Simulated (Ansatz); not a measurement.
Reaction (formal exchange of groups at a Te–As bond): `N[AsH][TeH]` + `[CH3][GeH3]` → `[CH3][GeH2][TeH]` + `N[AsH2]`

Isolated molecules relaxed with PBE0-D4/def2-TZVP in Ansatz; ΔE leaves out vibrations. CCSD(T)/CBS is the MP2 limit (def2-TZVPP, def2-QZVPP) plus CCSD(T) − MP2 in def2-TZVPP, frozen cores. Functionals use def2-TZVPP. B3LYP here is the variant with VWN-RPA as its local correlation; programs differ in this. HSE06 is defined as in plane-wave codes. def2 core potentials past Kr. For As, Ge, Te outer-core shells are correlated without core-valence functions, which leaves a few kJ/mol of doubt a bond. Scalar relativity is left out up to krypton. One conformer a species, not always the lowest.

```csv
level,ΔE (kcal/mol),difference from CCSD(T)/CBS
LDA (SPW92),1.3,2.3
PBE-D4,1.3,2.3
revPBE-D4,1.5,2.5
BLYP-D4,2.1,3.1
r2SCAN-D4,0.4,1.4
B97M-V,0.2,1.2
PBE0-D4,-0.3,0.7
B3LYP-D4,0.7,1.7
r2SCANh-D4,0.0,1.0
r2SCAN0-D4,-0.7,0.3
HSE06-D4,-0.2,0.8
BHLYP-D4,-0.9,0.1
CAM-B3LYP-D4,-0.6,0.4
ωB97M-V,-1.2,-0.2
B2PLYP,-0.4,0.6
PBE-QIDH,-1.6,-0.6
PBE,1.3,2.3
BLYP,1.8,2.8
r2SCAN,0.5,1.5
PBE0,-0.3,0.7
B3LYP,0.5,1.5
r2SCAN0,-0.7,0.3
HSE06,-0.2,0.8
BHLYP,-1.0,0.0
CAM-B3LYP,-0.6,0.4
LC-ωPBE,-1.9,-0.9
RPA@PBE/def2-TZVPP,-1.9,-0.9
HF/def2-SVP,-2.8,-1.8
CCSD(T)/def2-SVP,-1.4,-0.4
HF/def2-TZVPP,-2.7,-1.7
MP2/def2-TZVPP,-1.9,-0.9
SCS-MP2/def2-TZVPP,-1.9,-0.9
CCSD/def2-TZVPP,-2.4,-1.4
CCSD(T)/def2-TZVPP,-1.9,-0.9
HF/def2-QZVPP,-2.6,-1.6
MP2/def2-QZVPP,-1.4,-0.4
SCS-MP2/def2-QZVPP,-1.4,-0.4
HF/CBS(def2),-2.6,-1.6
MP2/CBS(def2),-1.1,-0.1
CCSD/CBS(def2),-1.6,-0.6
CCSD(T)/CBS,-1.0,0
```

Largest T1 diagnostic among the species: 0.012.

In def2-TZVPP, CCSD(T) changes the Hartree–Fock value by +0.9 kcal/mol (the triples alone add +0.6 kcal/mol) and MP2 by +0.8 kcal/mol. Leaving LDA and LC-ωPBE aside and taking each functional with its dispersion term where it has one, the values spread over 3.7 kcal/mol, from PBE-QIDH to BLYP-D4. From r2SCAN to r2SCAN0 (25 % exact exchange), in def2-TZVPP and without D4, ΔE moves by −1.1 kcal/mol.
